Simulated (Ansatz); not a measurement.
`[NH2][Ga]([NH2])[Br]` + H₂ → `[NH2][GaH][Br]` + NH₃  (hydrogenolysis of a Ga–N bond)

Gas-phase electronic energies from Ansatz, PBE0-D4/def2-TZVP geometries. CBS: MP2 limit from def2 TZ/QZ plus the TZ coupled-cluster correction, frozen cores. This one scheme is used for every species. DFT in def2-TZVPP. For Br, Ga outer-core shells are correlated without core-valence functions, which leaves a few kJ/mol of doubt a bond. Scalar relativity is left out up to krypton. One conformer a species, not always the lowest.

`[NH2][Ga]([NH2])[Br]`:

Cartesian coordinates in Å:
```
N 1.250 0.732 0.790
Ga 0.090 0.080 -0.434
N -1.403 -0.868 -0.052
Br 0.546 0.486 -2.640
H 1.000 0.824 1.761
H 1.932 1.419 0.516
H -1.538 -1.303 0.845
H -1.876 -1.370 -0.785
```

H₂:

Cartesian coordinates in Å:
```
H 0.079 0.217 0.293
H -0.079 -0.217 -0.293
```

`[NH2][GaH][Br]`:

```xyz
6

N     0.632    0.289   -0.759
Ga   -0.330   -0.419    0.587
Br   -2.111    0.872    1.235
H     1.443   -0.146   -1.163
H     0.407    1.171   -1.187
H    -0.041   -1.768    1.288
```

NH₃:

```xyz
4

N    -0.085    0.154   -0.220
H    -0.274   -0.831   -0.357
H     0.910    0.247   -0.058
H    -0.551    0.430    0.636
```

```json
{"level": "B2PLYP", "ΔE (kcal/mol)": "1.8"}
{"level": "MP2/def2-SVP", "ΔE (kcal/mol)": "4.0"}
```

**Question.** What does CCSD(T)/CBS give? (An estimate is asked.)

**Answer.** Ansatz gave: +3.3 kcal/mol. The listed levels differ from it by -1.5, 0.7 kcal/mol.

Largest T1 diagnostic among the species: 0.011.

Leaving LDA and LC-ωPBE aside and taking each functional with its dispersion term where it has one, the values, not all of them listed here, spread over 3.7 kcal/mol, from B97M-V to r2SCAN-D4. LDA lies +1.0 kcal/mol from PBE without D4. The D4 term adds +1.8 kcal/mol with B3LYP and +1.0 kcal/mol with PBE0; it sums over pairs of atoms, weighted by their polarisabilities, and B3LYP, whose exchange is more repulsive, gets the larger term.

B3LYP here is the variant with VWN-RPA as its local correlation; programs differ in this.
